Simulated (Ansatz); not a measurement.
BrCl2Ga (`[Cl][Ga]([Cl])[Br]`), charge 0, multiplicity 1.

Give a relaxed structure at PBE0-D4/def2-TZVP (the Gaussian-basis code of Ansatz). (Estimate.)

The calculation gave: 
Z-matrix (Å, degrees):
```
Ga
Cl 1 2.115
Br 1 2.255 2 120.4
Cl 1 2.115 2 119.2 3 180.0
```
Point group C2v.
